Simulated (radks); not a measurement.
Neutral osmium, 76 electrons, occupied as [Xe] 4f14 5d6 5f2 (not the ground configuration).

Method: Dirac Kohn-Sham, LDA (Slater exchange, VWN5 correlation), spin-unpolarised, spherical densities, point nucleus; open shells fill j = l - 1/2 first; computed with a radial shooting solver on a logarithmic mesh with Libxc functionals.

Energy parts (eV):
total: -469972.82
kinetic: 533511.30
electron-nucleus: -1177200.32
Hartree: 182712.04
exchange-correlation: -8995.85

Orbitals (lengths in bohr, moments of r in powers of bohr; <r^-3> diverges for s and p1/2):
orbital	occ.	eigenvalue (eV)	<r^4>	<r^-3>
1s1/2	2	-73720.18	5.131e-07	-
2s1/2	2	-12839.94	0.00007595	-
2p1/2	2	-12296.19	0.00004549	-
2p3/2	4	-10766.42	0.00006785	17900
3s1/2	2	-2995.707	0.002791	-
3p1/2	2	-2752.229	0.002450	-
3p3/2	4	-2418.712	0.003293	4092
3d3/2	4	-2009.944	0.002213	711.1
3d5/2	6	-1937.651	0.002420	598.9
4s1/2	2	-640.0812	0.06454	-
4p1/2	2	-537.9851	0.06982	-
4p3/2	4	-459.3970	0.09380	964.7
4d3/2	4	-291.6761	0.1170	148.3
4d5/2	6	-277.1204	0.1283	122.1
4f5/2	6	-64.6001	0.3133	23.63
4f7/2	8	-61.7909	0.3346	22.49
5s1/2	2	-102.5487	1.899	-
5p1/2	2	-70.9747	2.844	-
5p3/2	4	-58.6273	4.075	148.7
5d3/2	4	-17.7375	19.48	12.01
5d5/2	2	-16.5972	22.40	9.571
5f5/2	2	-0.6197	25050	0.005187
5f7/2	0	-0.6193	25080	0.005189
6s1/2	0	-15.1842	91.96	-
6p1/2	0	-9.1355	212.0	-
6p3/2	0	-7.8950	301.8	15.09
6d3/2	0	-2.3116	3655	0.7018
6d5/2	0	-2.2440	3973	0.5798

The highest occupied level is 5f5/2 at -0.620 eV. The configuration is held as typed, so some empty levels lie below it. Summed over all electrons, <r^2> = 294.0 bohr^2, which gives a Langevin (diamagnetic) susceptibility term of -233 x 10^-6 cm^3/mol. The density falls to 0.001 e/bohr^3 at r = 3.77 bohr.
